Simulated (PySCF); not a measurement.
FH4PSn.
Bonds: F1–Sn2, Sn2–P3. Hydrogens: H4, H5 on Sn2; H6, H7 on P3.

Computed, not measured: PySCF 2.14.0, PBE0-D3(BJ)/def2-SVP geometry optimisation, gas phase, def2 core potentials past Kr.

**Question.** How far are the bound atoms from Sn2?

**Answer.** 4 atoms: H5 1.713 Å, H4 1.716 Å, F1 1.946 Å, P3 2.514 Å. The nearest atom not counted as bound is H7, at 2.91 Å.

**Question.** List the angles at Sn2.

**Answer.** 
| angle | degrees | distance of the outer atoms (Å) |
| --- | --- | --- |
| P3–Sn2–H4 | 115.8 | 3.61 |
| P3–Sn2–H5 | 113.0 | 3.55 |
| H4–Sn2–H5 | 112.9 | 2.86 |
| F1–Sn2–H5 | 105.1 | 2.91 |
| F1–Sn2–H4 | 104.8 | 2.90 |
| F1–Sn2–P3 | 103.8 | 3.53 |

**Question.** What is the shape at Sn2?

**Answer.** Distorted tetrahedral: angles from 103.8° to 115.8°; τ4 = (360° − α − β)/141° = 0.93 with α and β the two widest (0 for a square, 1 for a tetrahedron).

**Question.** What are the other bond lengths?

**Answer.** P3–H6, P3–H7 1.431 Å.

**Question.** What are the rotational constants (commonest isotopes, rigid rotor)?

**Answer.** A = 8093, B = 2564, C = 2041 MHz: an asymmetric top.

Charge 0, singlet. Not checked by PBE0-D3(BJ)/def2-SVP frequencies.

The values belong to the conformer `[F:1][SnH2:2][PH2:3]`: H–P3–Sn2–F1 144°, H–P3–Sn2–F1 51°.
